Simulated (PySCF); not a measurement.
# Yb (ytterbium, neutral) across methods

[Xe] 4f14 5d1 6s1, high-spin 3D determinant (an excited configuration). All numbers are calculated (PySCF 2.14, the spin-free X2C one-electron Hamiltonian (Gaussian nucleus), in cc-pVTZ-X2C).

```json
{"method": "LDA", "E (hartree)": "-14050.10", "mean ε 4f α (eV)": "-2.519", "mean ε 4f β (eV)": "-2.461", "mean ε 5d α (eV)": "-0.941", "Σ⟨r²⟩ (bohr²)": "71.42", "⟨S²⟩": "2.002"}
{"method": "PBE0", "E (hartree)": "-14059.21", "mean ε 4f α (eV)": "-4.954", "mean ε 4f β (eV)": "-4.926", "mean ε 5d α (eV)": "-1.543", "Σ⟨r²⟩ (bohr²)": "72.08", "⟨S²⟩": "2.003"}
{"method": "UHF", "E (hartree)": "-14054.35288", "mean ε 4f α (eV)": "-12.922", "mean ε 4f β (eV)": "-12.964", "mean ε 5d α (eV)": "-2.794", "Σ⟨r²⟩ (bohr²)": "74.54", "⟨S²⟩": "2.004"}
{"method": "r2SCAN", "E (hartree)": "-14059.57", "mean ε 4f α (eV)": "-2.191", "mean ε 4f β (eV)": "-2.150", "mean ε 5d α (eV)": "-1.174", "Σ⟨r²⟩ (bohr²)": "71.51", "⟨S²⟩": "2.025"}
{"method": "PBE", "E (hartree)": "-14059.48", "mean ε 4f α (eV)": "-2.324", "mean ε 4f β (eV)": "-2.271", "mean ε 5d α (eV)": "-0.997", "Σ⟨r²⟩ (bohr²)": "72.23", "⟨S²⟩": "2.007"}
```

Spin-orbit coupling, absent here, splits the open shell strongly.
